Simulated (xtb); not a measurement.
C₂H₅OS, doublet, geometry from GFN2-xTB, atoms displaced at random by about 0.05 Å a coordinate; GFN1-xTB in xtb.

xtb was given this input:
```
$ xtb mol.xyz --gfn 1 --uhf 1 --opt loose --json

# file mol.xyz
9

C      1.22803201    -0.56429480     0.89117549
S      0.23366151    -0.06556515    -0.48925281
C     -1.42490630    -0.57287951     0.34957921
O      0.15609177     1.35558549    -0.59237087
H      1.28758707    -1.58637035     1.08932518
H      1.97307887     0.14310345     1.09970251
H     -1.59354510     0.22587150     1.21246527
H     -1.52539837    -1.45928872     0.59679118
H     -2.29715523    -0.19756076    -0.35359809
```

The log (banner, timings and long lists left out):

```
   ID    Z sym.   atoms
    1    6 C      1, 3
    2   16 S      2
    3    8 O      4
    4    1 H      5-9

           -------------------------------------------------
          |                Calculation Setup                |
           -------------------------------------------------

           -------------------------------------------------
          |                 G F N 1 - x T B                 |
           -------------------------------------------------

          ...................................................
          :                      SETUP                      :
          :.................................................:
          :  # basis functions                  32          :
          :  # atomic orbitals                  31          :
          :  # shells                           19          :
          :  # electrons                        25          :
          :  # halogen bonds                     0          :
          :  max. iterations                   250          :
          :  Hamiltonian                  GFN1-xTB          :
          :  restarted?                      false          :
          :  GBSA solvation                  false          :
          :  PC potential                    false          :
          :  electronic temp.          300.0000000     K    :
          :  accuracy                    1.0000000          :
          :  -> integral cutoff          0.2500000E+02      :
          :  -> integral neglect         0.1000000E-07      :
          :  -> SCF convergence          0.1000000E-05 Eh   :
          :  -> wf. convergence          0.2000000E-04 e    :
          :  Broyden damping             0.4000000          :
          :  net charge                          0          :
          :  unpaired electrons                  1          :
          ...................................................

 iter      E             dE          RMSdq      gap      omega  full diag
   1    -15.2787642 -0.152788E+02  0.738E+00    4.26       0.0  T
   2    -15.2925402 -0.137760E-01  0.416E+00    3.84       1.0  T
   3    -15.2177593  0.747809E-01  0.274E+00    4.98       1.0  T
   4    -15.3054526 -0.876933E-01  0.261E-01    4.08       1.0  T
   5    -15.3059621 -0.509492E-03  0.136E-01    4.22       1.0  T
   6    -15.3060722 -0.110135E-03  0.182E-02    4.16       1.8  T
   7    -15.3060744 -0.217715E-05  0.577E-03    4.17       5.8  T
[...]
         :: total energy             -15.145529157453 Eh    ::
 * total energy  :   -15.1455292 Eh     change       -0.2305711E-11 Eh
 * total energy  :   -15.1853288 Eh     change       -0.3979967E-01 Eh
 * total energy  :   -15.1899659 Eh     change       -0.4637037E-02 Eh
 * total energy  :   -15.1903063 Eh     change       -0.3404050E-03 Eh
 * total energy  :   -15.1904589 Eh     change       -0.1526202E-03 Eh
 * total energy  :   -15.1904843 Eh     change       -0.2543039E-04 Eh
   *** GEOMETRY OPTIMIZATION CONVERGED AFTER 6 ITERATIONS ***
         :: total energy             -15.190484325475 Eh    ::
[...]
        24                         -0.0021843              -0.0594
       ...                                ...                  ...
        31                          0.7936449              21.5962
      -------------------------------------------------------------
                  HL-Gap            0.1600681 Eh            4.3557 eV
             Fermi-level           -0.3597536 Eh           -9.7894 eV

  Mulliken/CM5 charges         n(s)   n(p)   n(d)
     1C    -0.05751 -0.14176   1.081  2.977  0.000
     2S     0.28507  0.27560   1.860  3.399  0.456
     3C    -0.03453 -0.16844   1.030  3.004  0.000
     4O    -0.46494 -0.51142   1.734  4.731  0.000
     5H     0.04097  0.09555   0.959  0.000  0.000
     6H     0.06869  0.12464   0.931  0.000  0.000
     7H     0.06220  0.11730   0.938  0.000  0.000
     8H     0.04058  0.09437   0.959  0.000  0.000
     9H     0.05947  0.11416   0.941  0.000  0.000

Wiberg/Mayer (AO) data.
largest (>0.10) Wiberg bond orders for each atom

 ---------------------------------------------------------------------------
     #   Z sym  total        # sym  WBO       # sym  WBO       # sym  WBO
 ---------------------------------------------------------------------------
     1   6 C    3.399 --     2 S    1.192     5 H    0.984     6 H    0.979
                             4 O    0.132
     2  16 S    3.776 --     4 O    1.719     1 C    1.192     3 C    0.842
     3   6 C    3.968 --     8 H    0.987     7 H    0.984     9 H    0.984
                             2 S    0.842
     4   8 O    1.962 --     2 S    1.719     1 C    0.132
     5   1 H    1.004 --     1 C    0.984
     6   1 H    1.001 --     1 C    0.979
     7   1 H    1.003 --     3 C    0.984
     8   1 H    1.006 --     3 C    0.987
     9   1 H    1.006 --     3 C    0.984
 ---------------------------------------------------------------------------

Topologies differ in total number of bonds
Writing topology from bond orders to xtbtopo.mol

 dipole moment from electron density (au)
     X       Y       Z
  -0.2932  -1.6851   0.5568  total (Debye):    4.572

optimized geometry written to: xtbopt.xyz

           -------------------------------------------------
          | TOTAL ENERGY              -15.190484325475 Eh   |
          | GRADIENT NORM               0.001795984741 Eh/α |
          | HOMO-LUMO GAP               4.355674910431 eV   |
           -------------------------------------------------

normal termination of xtb
```
